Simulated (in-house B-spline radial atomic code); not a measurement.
A fraction x of an electron is removed from 3s in the phosphorus ion P⁴⁺, starting from [Ne] 3s1 and keeping the highest spin. Computed with an all-electron radial atomic-structure program (B-spline basis): scalar-relativistic (X2C) PW91, spin-polarised, spherical fractional occupations, Fermi nucleus of rms radius 3.1889 fm.

```csv
x,E(x) - E(0) (eV),3s up level (eV)
0,0.0000,-59.658
0.04,2.3962,-60.151
0.17,10.3194,-61.743
0.3,18.4485,-63.317
0.49,30.6946,-65.581
0.5,31.3510,-65.699
0.67,42.6893,-67.691
0.83,53.6723,-69.631
0.89,57.8752,-70.495
1,65.7363,-
```

The exact functional would give a straight line between the two integer points. Deviations E(x) - E(0) - x[E(1) - E(0)], in eV: -0.233 at x = 0.04, -0.856 at x = 0.17, -1.272 at x = 0.3, -1.516 at x = 0.49, -1.517 at x = 0.5, -1.354 at x = 0.67, -0.889 at x = 0.83, -0.63 at x = 0.89.

The curve lies below the straight line by up to 1.517 eV (at x = 0.5): convex, the delocalisation error that favours fractional charges.

**Question.** How well does Slater's transition state (minus the level at half occupation) give the ionisation energy?

**Answer.** It gives 65.699 eV against 65.736 eV from the two total energies; NIST lists 65.03 eV, ground level to ground level.
